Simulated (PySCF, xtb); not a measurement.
Se(H)(OH) (H2OSe), SMILES O[SeH].

Coordinates come from a B3LYP-D3(BJ)/def2-TZVP optimisation.

Level of theory: C-PCM-PBE0/def2-SVP in PySCF.

The values are the electrostatic part of the solvation free energy, E(continuum) − E(gas) at the gas-phase geometry, in a cavity of scaled van der Waals radii (PySCF's table); cavitation and dispersion terms are not included. In vacuum the orbital gap is 5.79 eV. The dipole moment in vacuum is 1.72 D.

```json
[
 {"solvent": "water", "ε": "78.36", "ΔG(elec) (kcal/mol)": "-5.2", "dipole (D)": "2.16", "gap (eV)": "5.93"},
 {"solvent": "ethylethanoate", "ε": "5.99", "ΔG(elec) (kcal/mol)": "-4.3", "dipole (D)": "2.08", "gap (eV)": "5.91"},
 {"solvent": "acetone", "ε": "20.49", "ΔG(elec) (kcal/mol)": "-4.9", "dipole (D)": "2.14", "gap (eV)": "5.92"}
]
```

For comparison, GFN2-xTB/ALPB(water) (xtb, at the GFN2-xTB geometry, all terms of that model) gives -4.7 kcal/mol.
